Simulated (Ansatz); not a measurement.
## Abstraction of H: SnH4 + C2H3Sn → SnH3 + C2H4Sn

Species: SnH4 `[SnH4]`, singlet; C2H3Sn `C#[C][SnH2]`, doublet; SnH3 `[SnH3]`, doublet; C2H4Sn `C#[C][SnH3]`, singlet. A radical takes H: the energy is the difference in strength between two Sn–H bonds in different surroundings.

Shapes, held fixed at every level: PBE0-D4/def2-TZVP. Programs: Ansatz 0.2.0. The zero-point and thermal change to 298 K, harmonic and unscaled (PBE0-D4/def2-TZVP), is -0.4 kJ/mol.

(1) Estimate ΔH(298 K) of this reaction.

Answers

(1) The highest level, CCSD(T)/def2-TZVPP, gives ΔH(298 K) = +0.5 kJ/mol; the levels span -7.5 to +6.4. That is about zero within the method's error. They disagree on the sign: 5 of 8 are positive. The column of differences is taken from that level and isn't an error. No measured value is set beside it here. Spin contamination: C2H3Sn (⟨S²⟩ up to 0.79). Open shells run unrestricted. For atoms past krypton def2 sets carry core potentials with scalar relativity. Outer-core shells of Sn are correlated, in sets that cover them unevenly.

```tsv
level	kind	ΔH(298 K) (kJ/mol)	less CCSD(T)/def2-TZVPP
MP2/def2-SVP	perturbation theory	-7.5	-8.0
MP2/def2-TZVPP	perturbation theory	-5.4	-5.9
SPW92/def2-TZVPP	LDA	+6.4	+5.9
r2SCAN-D4/def2-TZVPP	meta-GGA	+4.3	+3.8
B3LYP-D4/def2-TZVPP	global hybrid	+4.2	+3.7
r2SCAN0-D4/def2-TZVPP	global hybrid	+2.6	+2.1
CCSD/def2-SVP	coupled cluster or CI	-0.8	-1.3
CCSD(T)/def2-TZVPP	coupled cluster or CI	+0.5	0.0
```
